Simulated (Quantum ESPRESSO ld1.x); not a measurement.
Values are calculated unless marked as measured or tabulated.
Orbital energies (hartree) of the osmium ion Os2+, [Xe] 4f14 5d6: non-relativistic, with first-order perturbation theory as ld1.x prints it (mass-velocity, Darwin and spin-orbit terms), and from the self-consistent Dirac equation with open shells shared by 2j + 1. Spin-unpolarised spherical Kohn-Sham, PBE, point nucleus, ld1.x of Quantum ESPRESSO 7.5.

| orbital | non-rel. | first order | Dirac |
|---|---|---|---|
| 1s1/2 | -2477.64 | -2695.97 | -2711.64 |
| 2s1/2 | -410.345 | -468.795 | -472.420 |
| 2p1/2 | -393.844 | -450.590 | -452.261 |
| 2p3/2 | -393.844 | -404.902 | -395.981 |
| 3s1/2 | -95.1464 | -110.188 | -110.413 |
| 3p1/2 | -87.4453 | -101.647 | -101.411 |
| 3p3/2 | -87.4453 | -91.8295 | -89.1376 |
| 3d3/2 | -73.0855 | -76.9185 | -74.0899 |
| 3d5/2 | -73.0855 | -74.3043 | -71.4319 |
| 4s1/2 | -19.9942 | -23.8306 | -23.7971 |
| 4p1/2 | -16.7336 | -20.1592 | -20.0219 |
| 4p3/2 | -16.7336 | -17.8990 | -17.1392 |
| 4d3/2 | -10.7704 | -11.6522 | -10.9530 |
| 4d5/2 | -10.7704 | -11.1318 | -10.4191 |
| 4f5/2 | -2.8990 | -3.0812 | -2.5916 |
| 4f7/2 | -2.8990 | -2.9705 | -2.4885 |
| 5s1/2 | -3.3230 | -4.0268 | -3.9862 |
| 5p1/2 | -2.3421 | -2.8754 | -2.8244 |
| 5p3/2 | -2.3421 | -2.5278 | -2.3753 |
| 5d3/2 | -0.8679 | -0.9432 | -0.8675 |
| 5d5/2 | -0.8679 | -0.9001 | -0.8255 |
| 6s1/2 (empty) | -0.6711 | -0.7607 | -0.7641 |
| 6p1/2 (empty) | -0.4825 | -0.5385 | -0.5393 |
| 6p3/2 (empty) | -0.4825 | -0.5021 | -0.4924 |

First order keeps the non-relativistic potential frozen, so it lacks the indirect effect: the contracted s and p shells screen the nucleus better and push d and f levels up in the self-consistent Dirac solution.
